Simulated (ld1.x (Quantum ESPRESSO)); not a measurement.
**P: variants of one ultrasoft potential**

Base potential:

```json
{
 "Element": "phosphorus (P)",
 "Generator": "ld1.x (Quantum ESPRESSO) 7.5",
 "Type": "ultrasoft",
 "Functional": "PW91",
 "Relativity": "scalar-relativistic",
 "Frozen core": "[Ne]",
 "Valence charge": "5",
 "Reference configuration": "3s2 3p2.5 (charge +0.5)",
 "Partial waves": "3s (bound): rcut 1.20, rcutus 1.40 bohr; 3s channel at -0.75 Ry: rcut 1.20, rcutus 1.40 bohr; 3p (bound): rcut 1.70, rcutus 2.10 bohr; 3p channel at 4.1 Ry: rcut 1.70, rcutus 2.10 bohr",
 "Local potential": "all-electron potential smoothed inside 1.05 bohr (lloc = -1)",
 "Core correction": "none",
 "Augmentation charge": "PSQ, radius 1.25 bohr"
}
```

Cutoffs, loose and tight: the cutoffs (Ry, on a coarse ladder) from which the occupation-weighted sum of valence levels, in a spherical-Bessel basis at the reference potential, stays within 10 and 1 mRy of its value at 400 Ry. They do not see the model core or the augmentation charge, which bear on the density cutoff. Test errors are all-electron minus pseudo excitation energies from the reference, over the configurations 3s2 3p3; 3s2 3p2; 3s2 3p1; 3s2 3p0; 3s2 3p3.3; 3s1 3p4; 3s1 3p0. A dash means not determined; rows that change the core or the reference have their own tests.

A true bound ghost makes a file unfit for plane-wave use even where its test errors are small: the radial tests pick states by their node count and pass the ghost by.

```tsv
change	outcome	cutoff, loose	cutoff, tight	bound ghosts	largest test error (meV)
base	generated	18 Ry	40 Ry	s	+113
non-relativistic	generated	18 Ry	40 Ry	s	+115
local potential all-electron potential smoothed inside 1.78 bohr (lloc = -1)	generated	18 Ry	25 Ry	none	+113
augmentation PSQ, radius 0.85 bohr	failed: chargeps: negative rho	–	–	–	–
core correction a·sin(br)/r model core inside 1.36 bohr	generated	18 Ry	40 Ry	s	+8.8
all radii scaled by about 0.83 (s 1.16, p 1.76 bohr, rcut 1.00/1.42); local potential all-electron potential smoothed inside 0.88 bohr (lloc = -1); augmentation PSQ, radius 1.04 bohr	failed: chargeps: negative rho	–	–	–	–
local potential all-electron potential smoothed inside 1.30 bohr (lloc = -1)	generated	18 Ry	25 Ry	none	+113
wave 3p channel at 4.1 Ry: rcut 1.70, rcutus 2.10 bohr becomes 3p channel at 0.5 Ry: rcut 1.70, rcutus 2.10 bohr	generated	18 Ry	40 Ry	s	+113
waves 3p (bound): rcut 1.70, rcutus 3.20 bohr; 3p channel at 4.1 Ry: rcut 1.70, rcutus 3.20 bohr	failed: chargeps: negative rho	–	–	–	–
functional PBE	generated	18 Ry	35 Ry	s	+75
waves 3s (bound): rcut 1.20, rcutus 1.68 bohr; 3s channel at -0.75 Ry: rcut 1.20, rcutus 1.68 bohr	generated	12 Ry	18 Ry	none	+128
local potential all-electron potential smoothed inside 1.92 bohr (lloc = -1)	generated	18 Ry	25 Ry	none	+113
```

Q: What comes out with this change to the base: reference 3s2 3p3?

A: outcome: generated; cutoff, loose: 35 Ry; cutoff, tight: 35 Ry; bound ghosts: s; largest test error (meV): +116.
